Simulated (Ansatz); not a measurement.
`[NH2][Al][O][SiH3]`, charge 0, multiplicity 2.

(1) Give a relaxed structure at PBE0-D4/def2-TZVP (Ansatz 0.2.0). (An estimate is asked.)

Results:

(1) Ansatz gave: 
Z-matrix (Å, degrees):
```
Si
O 1 1.623
H 1 1.489 2 111.0
H 1 1.488 2 110.1 3 -120.1
H 1 1.488 2 110.1 3 120.1
Al 2 1.692 1 163.3 3 0.2
N 6 1.768 2 117.7 1 -179.9
H 7 1.006 6 124.7 2 -180.0
H 7 1.009 6 124.4 2 -0.0
```
Point group Cs.
This is one stationary point; other conformers may exist.
